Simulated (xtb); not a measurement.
Al(H)(vinyl)(NH2) (C₂H₆AlN), SMILES [NH2][AlH][CH]=C. All values are semi-empirical tight-binding results from xtb (GFN2-xTB unless named), good for trends rather than for accurate numbers. Coordinates come from a GFN2-xTB optimisation. The values are those of a single conformer.

For metal compounds this method's bond lengths and energies can be far off.

Computed properties:
```json
{
 "point_group_as_xtb_finds_it": "Cs",
 "orbital_gap": "4.00 eV",
 "zero_point_energy": "43.5 kcal/mol",
 "G − E(el) at 298.15 K (modified RRHO)": "24.3 kcal/mol"
}
```
